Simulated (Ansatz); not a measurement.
Program: Ansatz 0.2.0.

Basis-set series for `[F][Al-]1([F])[F+][Al-]([F])([F])[F+]1`. Charge 0, multiplicity 1. Geometry: relaxed with PBE0-D4/def2-TZVP.

| functional | basis | functions | energy (Eh) | HOMO (eV) | LUMO (eV) |
| --- | --- | --- | --- | --- | --- |
| PBE0-D4 | def2-TZVPP | 270 | -1083.94671 | -11.99 | -1.19 |
| PBE0-D4 | def2-QZVPP | 482 | -1083.99996 | -12.03 | -1.32 |
| ωB97M-V | def2-TZVPP | 270 | -1084.59045 | -14.54 | 0.46 |
| ωB97M-V | def2-QZVPP | 482 | -1084.63970 | -14.59 | 0.12 |

Question: Give the rows for def2-SVP. (Best estimate.)

Answer: The calculation gave: 
```csv
functional,basis,functions,energy (Eh),HOMO (eV),LUMO (eV)
PBE0-D4,def2-SVP,120,-1083.01737,-11.79,-1.05
ωB97M-V,def2-SVP,120,-1083.65152,-14.29,0.58
```

Positive LUMOs are unbound and depend on the basis.
